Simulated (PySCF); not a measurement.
C3H7AlO, SMILES C=[CH][AlH][O]C.

Geometry optimised at ωB97X-D3(BJ)/def2-SVP. The structure was generated by enumeration; whether it is a known compound was not checked. Other conformers were not sampled.

The numbers are results of ωB97X-D3(BJ)/def2-SVP (PySCF 2.14.0), not measurements.

Frequencies are harmonic and unscaled.

| mode | ν (cm⁻¹) | IR (km/mol) | Raman (Å⁴/amu) | depolarisation | moving atoms (share of kinetic energy) |
|---|---|---|---|---|---|
| 1 | 61 | 0.3 | 3.6 | 0.75 | C 49 %, H 26 %, Al 23 % |
| 2 | 88 | 2.3 | 0.3 | 0.31 | C 41 %, H 27 %, Al 24 %, O 9 % |
| 3 | 93 | 0.0 | 0.9 | 0.75 | H 91 % |
| 4 | 127 | 5.7 | 2.1 | 0.75 | O 52 %, H 25 %, C 23 % |
| 5 | 175 | 9.5 | 1.1 | 0.74 | O 33 %, H 27 %, C 26 %, Al 15 % |
| 6 | 278 | 9.9 | 4.0 | 0.50 | C 64 %, H 15 %, O 13 % |
| 7 | 425 | 2.7 | 5.3 | 0.75 | H 88 %, C 11 % |
| 8 | 544 | 202.7 | 5.6 | 0.75 | H 65 %, Al 19 %, C 14 % |
| 9 | 647 | 72.3 | 11.4 | 0.08 | C 41 %, Al 28 %, H 17 %, O 13 % |
| 10 | 681 | 104.6 | 7.1 | 0.71 | H 83 %, C 9 % |
| 11 | 777 | 196.3 | 3.9 | 0.33 | Al 53 %, C 20 %, H 17 %, O 11 % |
| 12 | 1000 | 16.1 | 2.8 | 0.66 | H 88 %, C 11 % |
| 13 | 1023 | 32.5 | 0.4 | 0.75 | H 73 %, C 27 % |
| 14 | 1073 | 11.1 | 0.1 | 0.75 | H 92 %, C 8 % |
| 15 | 1192 | 44.7 | 3.0 | 0.72 | H 67 %, C 22 %, O 10 % |
| 16 | 1198 | 0.7 | 1.5 | 0.75 | H 76 %, C 19 % |
| 17 | 1262 | 305.1 | 4.5 | 0.18 | O 48 %, C 31 %, H 19 % |
| 18 | 1279 | 74.5 | 6.1 | 0.21 | H 62 %, C 30 % |
| 19 | 1432 | 22.2 | 27.3 | 0.45 | H 82 %, C 18 % |
| 20 | 1485 | 1.5 | 20.7 | 0.75 | H 97 % |
| 21 | 1491 | 3.6 | 21.0 | 0.68 | H 93 % |
| 22 | 1495 | 26.8 | 15.5 | 0.75 | H 90 %, C 9 % |
| 23 | 1682 | 20.4 | 23.2 | 0.10 | C 83 %, H 17 % |
| 24 | 1958 | 174.5 | 96.1 | 0.12 | H 97 % |
| 25 | 3014 | 101.1 | 150.0 | 0.00 | H 97 % |
| 26 | 3095 | 54.4 | 93.9 | 0.55 | H 91 %, C 9 % |
| 27 | 3112 | 42.2 | 119.9 | 0.75 | H 90 %, C 10 % |
| 28 | 3124 | 19.2 | 94.4 | 0.14 | H 95 % |
| 29 | 3168 | 3.7 | 138.5 | 0.37 | H 92 %, C 8 % |
| 30 | 3213 | 13.7 | 92.1 | 0.59 | H 89 %, C 11 % |
